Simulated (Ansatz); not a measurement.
Cost and result for the atomization energy of CH₅FGe (`F[CH2][GeH3]`) (8 atoms, 7 bonds).

```xyz
8

F    -1.122    0.821   -1.389
C    -0.862   -0.212   -0.503
Ge    0.800    0.147    0.501
H    -0.776   -1.141   -1.074
H    -1.713   -0.303    0.179
H     0.652    1.452    1.295
H     1.042   -1.025    1.469
H     1.979    0.261   -0.477
```

Total charge 0; spin multiplicity 1. Correlated methods include outer-core shells of Ge, which these sets cover unevenly. Scalar relativity is left out up to krypton. All single points use the PBE0-D4/def2-TZVP geometry. Program: Ansatz. All runs use 2 threads of an Arm Neoverse V1 on a shared host. Times are those of one run each, without the atoms' runs, and a repeat can differ threefold. Electronic energies, without spin–orbit coupling; frozen cores. CCSD(T)/CBS adds CCSD(T) − MP2 in def2-TZVPP to the MP2 limit, and its time is that of the two runs behind it. T1 = 0.011. With those shells the extrapolation isn't a true limit. B3LYP takes the VWN-RPA correlation (the form of Gaussian; ORCA's B3LYP/G). HSE06 is the plane-wave form, built on full-range PBE exchange.

CCSD(T)/CBS is a level of theory with its own doubt, some kJ/mol a heavy atom from the limit and from the frozen cores, so smaller differences don't rank the functionals.

| level | functions | wall time |
| --- | --- | --- |
| BLYP-D4/def2-TZVPP | 180 | 1.8 s |
| revPBE-D4/def2-TZVPP | 180 | 1.9 s |
| BHLYP-D4/def2-TZVPP | 180 | 2.5 s |
| PBE0-D4/def2-TZVPP | 180 | 2.6 s |
| HSE06-D4/def2-TZVPP | 180 | 2.8 s |
| CAM-B3LYP-D4/def2-TZVPP | 180 | 2.9 s |
| B3LYP-D4/def2-TZVPP (with forces) | 180 | 3.3 s |
| CCSD(T)/def2-SVP | 85 | 3.5 s |
| PBE-QIDH/def2-TZVPP | 180 | 4.3 s |
| ωB97X-V/def2-TZVPP | 180 | 7.5 s |
| MP2/def2-QZVPP | 353 | 17 s |
| CCSD(T)/def2-TZVPP | 180 | 64 s |
| CCSD(T)/CBS(def2) | – | 80 s |

(1) What atomization energy does each give, and how far from CCSD(T)/CBS? (Best estimate.)

Results:

(1) Ansatz gave: 
| level | atomization (kcal/mol) | difference from CCSD(T)/CBS | per bond |
| --- | --- | --- | --- |
| BLYP-D4/def2-TZVPP | 593.3 | -6.6 | -0.9 |
| revPBE-D4/def2-TZVPP | 588.2 | -11.7 | -1.7 |
| BHLYP-D4/def2-TZVPP | 580.8 | -19.1 | -2.7 |
| PBE0-D4/def2-TZVPP | 593.4 | -6.5 | -0.9 |
| HSE06-D4/def2-TZVPP | 593.6 | -6.3 | -0.9 |
| CAM-B3LYP-D4/def2-TZVPP | 600.4 | 0.5 | 0.1 |
| B3LYP-D4/def2-TZVPP (with forces) | 595.8 | -4.1 | -0.6 |
| CCSD(T)/def2-SVP | 566.0 | -33.9 | -4.8 |
| PBE-QIDH/def2-TZVPP | 591.7 | -8.2 | -1.2 |
| ωB97X-V/def2-TZVPP | 600.9 | 1.0 | 0.1 |
| MP2/def2-QZVPP | 596.1 | -3.8 | -0.5 |
| CCSD(T)/def2-TZVPP | 587.9 | -12.0 | -1.7 |
| CCSD(T)/CBS(def2) | 599.9 | 0.0 | 0.0 |

In def2-TZVPP, CCSD(T) changes the Hartree–Fock value by +152.1 kcal/mol (the triples alone add +7.1 kcal/mol) and MP2 by +153.2 kcal/mol; breaking electron pairs costs correlation energy, which Hartree–Fock lacks. From PBE to PBE0 (25 % exact exchange), in def2-TZVPP and without D4, the atomization energy moves by −8.4 kcal/mol: exact exchange takes away binding that semilocal exchange gives to molecules. The D4 term adds +4.1 kcal/mol with B3LYP and +2.1 kcal/mol with PBE0; it sums over pairs of atoms, weighted by their polarisabilities, and B3LYP, whose exchange is more repulsive, gets the larger term.
